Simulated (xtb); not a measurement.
ClH5N2OSi, SMILES N[Si](N)(O)Cl. All values are semi-empirical tight-binding results from xtb (GFN2-xTB unless named), good for trends rather than for accurate numbers. Geometry: GFN2-xTB. The structure was generated by enumeration, and PubChem lists no compound with its InChIKey, so it may never have been made. The values are those of a single conformer.

```yaml
orbital_gap: 7.57 eV
dipole_moment: 3.23 D
zero_point_energy: 41.7 kcal/mol
G − E(el) at 298.15 K (modified RRHO): 21.6 kcal/mol
static polarisability (D4 model): 71.2 bohr³
solvation energy, GFN2-xTB/ALPB(water): -10.0 kcal/mol
solvation energy, GFN2-xTB/ALPB(dmso): -12.6 kcal/mol
```
